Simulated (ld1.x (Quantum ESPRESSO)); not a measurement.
**Before and after: PAW potential for Cd**

- Element: cadmium (Cd)
- Generator: ld1.x (Quantum ESPRESSO) 7.5
- Type: PAW
- Functional: PBEsol
- Relativity: scalar-relativistic
- Frozen core: [Kr]
- Valence charge: 12
- Reference configuration: 4d10 5s2 5p0
- Partial waves: 5s (bound): rcut 1.70, rcutus 2.05 bohr; 5s channel at 1.85 Ry: rcut 1.70, rcutus 2.05 bohr; 5p (bound, empty): rcut 2.90, rcutus 3.20 bohr; 5p channel at 0.65 Ry: rcut 2.90, rcutus 3.20 bohr; 4d (bound): rcut 2.05, rcutus 2.15 bohr; 4d channel at 0.85 Ry: rcut 2.05, rcutus 2.15 bohr
- Local potential: all-electron potential smoothed inside 2.30 bohr (lloc = -2)
- Core correction: Bessel-smoothed model core inside 1.60 bohr
- Augmentation charge: PSQ, radius 1.45 bohr

Change: local potential all-electron potential smoothed inside 1.28 bohr (lloc = -2).

Cutoffs: the cutoffs (Ry, on a coarse ladder) from which the occupation-weighted sum of valence levels, in a spherical-Bessel basis at the reference potential, stays within 10 and 1 mRy of its value at 400 Ry; they do not see the model core or the augmentation charge, which bear on the density cutoff. Errors are all-electron minus pseudo energies relative to the spin-unpolarised reference configuration.

Problem. What does the change do?

Solution. A bound ghost appears in s, which as a rule spoils a file; of the 6 tests that both files solve, the error grows in 0 and shrinks in 3 by more than 15 % and 0.3 meV (median size 4.2 → 3.0 meV); the range in which the d phases agree narrows (upper end 4.4 → 2.4). A state that the projectors do not describe sees the local part alone, so a deeper or shallower local part can create or remove a ghost.

| quantity | base | changed |
| --- | --- | --- |
| cutoffs, loose and tight | 25 Ry, 40 Ry | not determined |
| bound ghosts | none | s (d not tested, overlap not positive) |
| tests counted (converged, no solver errors) | 6 of 7 | 6 of 7 |
| error for 4d10 5s1 5p0, meV [ΔE 9.31 eV] | -2.9 | -2.5 |
| error for 4d10 5s0 5p0, meV [ΔE 26.40 eV] | -12 | -8.0 |
| error for 4d10 5s1 5p1, meV [ΔE 4.73 eV] | -1.2 | -1.0 |
| error for 4d10 5s0 5p1, meV [ΔE 15.16 eV] | -5.3 | -3.5 |
| error for 4d10 5s0 5p2, meV [ΔE 9.77 eV] | -3.2 | -2.0 |
| error for 4d9 5s2 5p0, meV [ΔE 17.97 eV] | -74 | -69 |
| s: phases at 3.48 bohr within 0.05 rad from the reference energy up to (Ry; the scan ends near 5) | 4.8 | to the end of the scan |
| p: phases at 3.48 bohr within 0.05 rad from the reference energy up to (Ry; the scan ends near 5) | 2.4 | 1.8 |
| d: phases at 3.48 bohr within 0.05 rad from the reference energy up to (Ry; the scan ends near 5) | 4.4 | 2.4 |
| lowest overlap eigenvalue by channel | s 0.50, p 0.63, d 0.11 | s 0.51, p 0.39, d -0.04 |

Base: Tests not counted: 4d9 5s0 5p0 (solver errors, printed error -817 eV). Changed file: the overlap operator is not positive definite in a basis up to 400 Ry (lowest eigenvalue d -0.04), so the file is unfit for use: the generalised eigenproblem breaks down once the basis is large enough, and its test numbers describe a broken file. Tests not counted: 4d9 5s0 5p0 (solver errors, printed error -817 eV). A true bound ghost makes a file unfit for plane-wave use even where its test errors are small: the radial tests pick states by their node count and pass the ghost by. Where a test does run into it, the solver fails or the error is huge.
